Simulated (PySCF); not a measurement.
TlAs and its ions

r²SCAN; Tl def2-SVP with ECP60, As def2-SVP; scalar-relativistic core potentials (PySCF 2.14). Neutral (UKS): triplet (π ↑↑), Re = 2.828 Å, ωe = 157 cm⁻¹, De = 1.78 eV, HOMO -4.32 eV, LUMO -3.26 eV.

TlAs⁺ (UKS): quartet (σ ↑, π ↑↑), Re = 3.173 Å, ωe = 72.9 cm⁻¹. The energies at the minima are -2408.17086 hartree for TlAs and -2407.91891 for TlAs⁺.

**Question.** Work out the adiabatic ionisation energy, without and with harmonic zero-point energies (1 hartree = 27.2114 eV, 1 eV = 8065.5 cm⁻¹), and the change of the bond length.

**Answer.** At r²SCAN: 0.25195 hartree = 6.856 eV between the minima; the zero-point term (72.9 − 157.0)/2 cm⁻¹ = -0.005 eV makes it 6.851 eV. Re changes by +34.5 pm against the neutral. The electron leaves a σ orbital, and the ion is left as a loose complex of an ion and an atom.

Spin–orbit coupling is left out, which matters for elements this heavy, above all for dissociation energies. States were picked by a PBE0 search and need not be the measured ground states.
